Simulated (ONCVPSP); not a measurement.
An all-electron radial function and its pseudo partner (B)

Columns: radius, all-electron u(r) and pseudo u(r) of the 2s shell (level -9.38 eV) of boron in the configuration [He] 2s2 2p1; LDA (Perdew-Wang 92), scalar-relativistic, ONCV scheme, ONCVPSP 4.0.1.

```
r (bohr)  all-electron  pseudo
   0.108       -0.2793  0.0367
   0.215       -0.2957  0.0785
   0.322       -0.1955  0.1289
   0.430       -0.0489  0.1893
   0.538        0.1063  0.2583
   0.645        0.2503  0.3339
   0.752        0.3763  0.4141
   0.860        0.4823  0.4949
   0.968        0.5670  0.5692
   1.075        0.6310  0.6307
   1.182        0.6771  0.6768
   1.290        0.7079  0.7078
   1.398        0.7252  0.7251
   1.505        0.7311  0.7311
   1.612        0.7280  0.7280
   1.720        0.7175  0.7174
   1.828        0.7011  0.7010
   1.935        0.6804  0.6804
   2.042        0.6564  0.6564
   2.150        0.6299  0.6299
   2.258        0.6018  0.6017
   2.365        0.5729  0.5729
   2.472        0.5437  0.5437
   2.580        0.5142  0.5142
   2.688        0.4850  0.4850
   2.795        0.4567  0.4567
```

Q: How many radial nodes do the two functions have?

A: The all-electron 2s function has n − l − 1 = 1; the pseudo-wave has 0, since the states of the same l below it are removed with the core.

Q: Where does each function peak?

A: Outermost all-electron maximum near 1.50 bohr, pseudo maximum near 1.50 bohr (to the table’s step).

Q: Is the pseudo-wave norm-conserving?

A: Yes: the ONCV scheme keeps the norm inside the radius equal to the all-electron one, which fixes the energy derivative of the logarithmic derivative at the level.
